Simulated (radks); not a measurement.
The nuclear charge of neutral aluminium is varied continuously with 13 electrons held in [Ne] 3s2 3p1. Calculated with a radial shooting solver on a logarithmic mesh with Libxc functionals: scalar-relativistic Kohn-Sham, PBEsol, spin-polarised, spherical densities, finite nucleus; open shells are filled with parallel spins first; Fermi nuclear charge, rms radius 3.061 fm. By the Hellmann-Feynman theorem dE/dZ = E(electron-nucleus)/Z, the electronic potential at the nucleus (averaged over a nucleus of fixed radius). The scalar-relativistic energy here is not variational (the density holds large components alone), so the two differ by a part that grows with Z.

Z,E (hartree),E(electron-nucleus)/Z (hartree),HOMO,e(HOMO) (eV),<r> HOMO (bohr)
12.8,-233.37078,-43.7093,3p,-1.663,3.743
12.9,-237.76466,-44.1542,3p,-2.300,3.554
13,-242.20302,-44.5985,3p,-2.984,3.392
13.1,-246.68581,-45.0424,3p,-3.712,3.250
13.2,-251.21299,-45.4858,3p,-4.484,3.123
13.3,-255.78453,-45.9290,3p,-5.297,3.010
13.4,-260.40038,-46.3718,3p,-6.150,2.907
13.5,-265.06053,-46.8144,3p,-7.043,2.813
13.6,-269.76494,-47.2567,3p,-7.975,2.726
13.7,-274.51360,-47.6988,3p,-8.945,2.646
13.8,-279.30650,-48.1408,3p,-9.953,2.572
13.9,-284.14361,-48.5826,3p,-10.997,2.503
14,-289.02492,-49.0243,3p,-12.078,2.439

The central difference of E at Z = 13 is -44.606 hartree, to compare with the third column; the second derivative is -4.44 hartree.
